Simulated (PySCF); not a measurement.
Species: [CuMe2]-, C₂H₆Cu (charge -1 and singlet state).
Geometry (PBE0-D3(BJ)/def2-SVP, Å), atoms numbered from 1 in this order:
```
atom  x, y, z in Å
Cu1    0.0000    0.0001    0.0000
C2    -0.0042   -0.0140    1.9602
H3    -0.4383    0.9072    2.4059
H4     1.0119   -0.1042    2.4019
H5    -0.5890   -0.8545    2.3929
C6     0.0042    0.0140   -1.9603
H7    -1.0157    0.0177   -2.4023
H8     0.5149   -0.8673   -2.4053
H9     0.5160    0.9009   -2.3930
```

The calculation used PBE0-D3(BJ)/def2-SVP geometry optimisation, gas phase (PySCF).

(1) Which atoms are bound to Cu1, and at what distances?

(2) What is the shape at Cu1?

(3) What are the other bond lengths?

Answers

(1) 2 atoms: C2 1.960 Å, C6 1.960 Å. The nearest atom not counted as bound is H8, at 2.61 Å (others tie with it).

(2) Linear: angle 180.0°.

(3) C2–H3 and 5 like bonds 1.112 Å.

Point group: near D3d, missed by 0.09 Å at most; the miss may be what the optimiser left on a soft mode (D3 holds within 0.08 Å). Charge -1, singlet. Not checked by PBE0-D3(BJ)/def2-SVP frequencies.

Hardware: x86-64 server, one thread, on a shared host. Cost: 7.6 s. This is the geometry optimisation.
